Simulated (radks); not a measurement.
Task: Species: the erbium ion Er4+. Configuration: [Xe] 4f10 (the NIST ground configuration). Calculated with a radial shooting solver on a logarithmic mesh with Libxc functionals: Dirac Kohn-Sham, PBE, spin-unpolarised, spherical densities, finite nucleus; open shells fill j = l - 1/2 first; Fermi nuclear charge, rms radius 5.2516 fm. Some entries of the table are withheld. Estimate them.

orbital,occ.,eigenvalue (eV),<r> (bohr)
1s1/2,2,-57347.74,0.02037
2s1/2,2,-9674.914,(1)
2p1/2,2,(2),0.07147
2p3/2,4,(3),0.07875
3s1/2,2,-2211.794,0.2249
3p1/2,2,-2011.318,0.2146
3p3/2,4,-1818.822,0.2283
3d3/2,4,-1475.570,0.2013
3d5/2,6,-1433.516,0.2055
4s1/2,2,-480.8357,0.5071
4p1/2,2,-400.5960,0.5158
4p3/2,4,-356.9897,0.5467
4d3/2,4,-224.7217,(4)
4d5/2,6,-216.7417,(5)
5s1/2,2,-99.1176,1.204
5p1/2,2,(6),1.324
5p3/2,4,(7),1.409
4f5/2,6,-56.6859,0.7232
4f7/2,4,-55.4574,0.7330

Result: 
(1) 2s1/2 <r> (bohr): 0.08590
(2) 2p1/2 eigenvalue (eV): -9218.534
(3) 2p3/2 eigenvalue (eV): -8301.803
(4) 4d3/2 <r> (bohr): 0.5734
(5) 4d5/2 <r> (bohr): 0.5842
(6) 5p1/2 eigenvalue (eV): -75.9782
(7) 5p3/2 eigenvalue (eV): -69.5552
